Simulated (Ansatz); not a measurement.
`NCB[TeH]`, relaxed with RKS PBE-D4/def2-SVP in Ansatz from a rough embedded geometry. The force threshold is 0.03 eV/Å; the program also tests the step.

The species carries charge 0 and has multiplicity 1. Te: def2 effective core potential.

Start:

```xyz
10

N     0.041    1.464    0.323
C     0.617    0.204    0.516
B    -0.500   -0.876    0.388
Te   -0.445   -2.500   -1.173
H     0.794    2.228    0.557
H    -0.205    1.658   -0.684
H     1.035    0.110    1.535
H     1.375    0.003   -0.219
H    -1.474   -0.885    1.072
H    -1.238   -1.408   -2.316
```

Q: By how much does the energy fall, and how many steps does the optimiser take? (Best estimate.)

A: The calculation gave: 114.27 kJ/mol, in 20 steps, 3 of them rejected.

Q: Which bonds change most? (An estimate is asked.)

A: Computed: B3–Te4 from 2.253 to 2.138 Å; Te4–H10 from 1.768 to 1.687 Å; N1–H5 from 1.098 to 1.028 Å; N1–C2 from 1.399 to 1.462 Å.

Q: Give the relaxed structure. (Estimate.)

A: Ansatz gave: 
```xyz
10

N     0.161    1.568    0.731
C     0.425    0.262    0.129
B    -0.780   -0.743    0.242
Te   -0.995   -2.499   -0.959
H     0.993    2.168    0.669
H    -0.572    2.054    0.202
H     1.208   -0.258    0.740
H     0.858    0.271   -0.906
H    -1.665   -0.611    1.065
H     0.367   -2.211   -1.912
```
